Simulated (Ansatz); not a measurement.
Consider the atomization: `C=N[SiH2]CF` → 2 C• + F• + 6 H• + N• + Si•.

Gas-phase electronic energies from Ansatz, PBE0-D4/def2-TZVP geometries. CCSD(T)/CBS is the MP2 limit (def2-TZVPP, def2-QZVPP) plus CCSD(T) − MP2 in def2-TZVPP, frozen cores. This one scheme is used for every species, atoms too. For atomizations the MP2-based limit and the directly extrapolated one differ by several kJ/mol either way, and by 10 to 25 for some Ge, Se and Sn compounds, so smaller differences from it don't rank the levels. DFT in def2-TZVPP. Open shells (•) are unrestricted, without spin–orbit coupling. Spin–orbit coupling would lower the free atoms: a little for C, F, Si. One conformer a species, not always the lowest.

`C=N[SiH2]CF`:

```xyz
11

C    -1.090    0.203   -1.888
N    -0.928   -0.460   -0.832
Si   -0.392    0.227    0.674
C     1.282   -0.535    1.104
F     2.251   -0.113    0.199
H    -1.406   -0.297   -2.811
H    -0.935    1.290   -1.967
H    -1.360   -0.156    1.733
H    -0.258    1.713    0.607
H     1.602   -0.242    2.110
H     1.235   -1.629    1.070
```

```tsv
level	ΔE (kJ/mol)
CAM-B3LYP-D4	4054.2
r2SCANh	3984.9
```

(1) What does CCSD(T)/CBS give? (An estimate is asked.)

Largest T1 diagnostic among the species: 0.012.

## Answers

(1) Ansatz gave: +4022.4 kJ/mol. The listed levels differ from it by 31.8, -37.5 kJ/mol.

Leaving LDA and LC-ωPBE aside and taking each functional with its dispersion term where it has one, the values, not all of them listed here, spread over 208.7 kJ/mol, from BHLYP-D4 to PBE-D4. LDA lies +522.5 kJ/mol from PBE without D4, its usual overbinding. The D4 term adds +32.4 kJ/mol with B3LYP and +17.0 kJ/mol with PBE0; it sums over pairs of atoms, weighted by their polarisabilities, and B3LYP, whose exchange is more repulsive, gets the larger term. From PBE to PBE0 (25 % exact exchange), in def2-TZVPP and without D4, ΔE moves by −86.9 kJ/mol: exact exchange takes away binding that semilocal exchange gives to molecules.

B3LYP here is the variant with VWN-RPA as its local correlation; programs differ in this.
